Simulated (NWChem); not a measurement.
# tetrafluoroborate (BF4 anion); SMILES F[B-](F)(F)F

All runs: NWChem. Pople sets run with spherical d functions. Sets without diffuse functions describe the anion's extra electron poorly. The geometry was optimised at B3LYP/def2-SVPD. Level PBE/6-31G*: single points from the atomic guess with DIIS by default; each run changes one setting, and all converged runs end within 0.3 mHa of each other. cgmin counts macro-iterations, each dearer than a DIIS step. NWChem's automatic level shift, which a small gap switches on, acted in some of these runs.

**Question.** Which setting needs the most SCF iterations, or fails (DIIS on 3 Fock matrices; level shift of 0.5 Ha throughout; defaults; occupation smearing of 0.005 Ha; quadratically convergent solver (cgmin); core-Hamiltonian guess)?

**Answer.** core-Hamiltonian guess, with 13 against 6 for the defaults.
```tsv
setting	SCF iterations
defaults	6
occupation smearing of 0.005 Ha	6
quadratically convergent solver (cgmin)	4
DIIS on 3 Fock matrices	6
core-Hamiltonian guess	13
level shift of 0.5 Ha throughout	8
```
